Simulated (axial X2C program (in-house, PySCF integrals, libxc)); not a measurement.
CaCl⁺: cheaper levels and CCSD(T), 2c

Calculated with an in-house relativistic program for diatomic molecules. Two-component (2c) means X2C with spin–orbit coupling and atomic mean-field two-electron Coulomb and Gaunt terms. Basis: Ca dyall-cv3z [11s12p6d4f], Cl dyall-av3z [9s8p3d2f] (cores contracted in-house); Gaussian nuclei, density fitting, unrestricted open shells. Masses: Ca 39.963 u, Cl 34.969 u.

State: Ω = 0 (closed shell); fragments Ca+ + Cl.

```json
{"level": "PBE0", "Re (Å)": "2.314", "ωe (cm⁻¹)": "455.5", "De (eV)": "4.42"}
{"level": "HF", "Re (Å)": "2.377", "ωe (cm⁻¹)": "438.7", "De (eV)": "n/a"}
{"level": "MP2", "Re (Å)": "2.383", "ωe (cm⁻¹)": "429.9", "De (eV)": "4.25"}
{"level": "CCSD", "Re (Å)": "2.382", "ωe (cm⁻¹)": "430.9", "De (eV)": "4.05"}
{"level": "TPSS", "Re (Å)": "2.320", "ωe (cm⁻¹)": "449.6", "De (eV)": "4.71"}
```

Correlated methods: 8 electrons correlated (number of frozen shells: Ca 3 s, 2 p; Cl 2 s, 1 p), 250 virtual spin orbitals or spinors in MP2, 88 natural virtuals in coupled cluster.

CCSD(T), same Hamiltonian and basis:

Re = 2.384 Å, ωe = 428.4 cm⁻¹, De = 4.14 eV; T1 = 0.007 (Lee–Taylor normalisation).

**Question.** Give the differences from CCSD(T) in the columns below.

**Answer.** 

| level | ΔRe (Å) | Δωe (cm⁻¹) | ΔDe (eV) |
| --- | --- | --- | --- |
| PBE0 | -0.070 | 27 | 0.28 |
| HF | -0.007 | 10 | n/a |
| MP2 | -0.001 | 2 | 0.11 |
| CCSD | -0.002 | 2 | -0.09 |
| TPSS | -0.064 | 21 | 0.57 |

One determinant describes the state; a PBE0 search over occupations chose it and may have missed a lower one. Closed shells are restricted here (equal orbitals for both partners); the stretched side of such a curve lies too high. Dissociation energies refer to the lowest single-determinant-based atoms at the same level and basis. De is not given where an atomic determinant may have missed its ground term or J level, or where the truncated virtual space spoils (T). CCSD and (T) use frozen natural virtuals with an MP2 correction for the truncation; (T) itself is uncorrected, so its De runs slightly low. The 2c atoms are single determinants rather than J levels; their spin–orbit lowering is only partly caught, and De is too large by that part. This holds for PBE0, TPSS. The functionals have no current-density term, which raises determinants with orbital currents, atoms included. The outer-core s and p shells of the metal are frozen in the correlated rows, which leaves out core–valence correlation; for alkali and alkaline-earth bonds that tends to lengthen them.
